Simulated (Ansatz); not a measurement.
```xyz
11

C     0.533   -1.572   -1.541
C    -0.139   -0.595   -0.948
Se    0.551    1.145   -0.655
C    -0.341    1.424    1.070
O     0.289    0.833    2.159
H     1.567   -1.458   -1.846
H     0.054   -2.522   -1.753
H    -1.175   -0.728   -0.647
H    -0.340    2.501    1.232
H    -1.373    1.082    0.937
H     0.374   -0.110    1.993
```

Charge 0, multiplicity 1.

Question: List the r2SCAN/def2-TZVPP orbital energies in eV (the Gaussian-basis code of Ansatz). (Estimate.)

Answer: Ansatz gave: Occupied: -12334.12, -1574.76, -1412.01, -1411.99, -1411.93, -516.28, -275.32, -274.08, -273.23, -210.89, -154.36, -154.27, -154.05, -54.73, -54.72, -54.56, -54.48, -54.45, -27.57, -20.83, -19.02, -16.80, -14.53, -13.41, -12.05, -11.70, -10.93, -10.29, -8.62, -8.38, -7.82, -6.82, -5.50. Lowest empty: -1.14, -0.23, 0.85, 0.98, 1.63, 2.47, 2.68, 3.31.
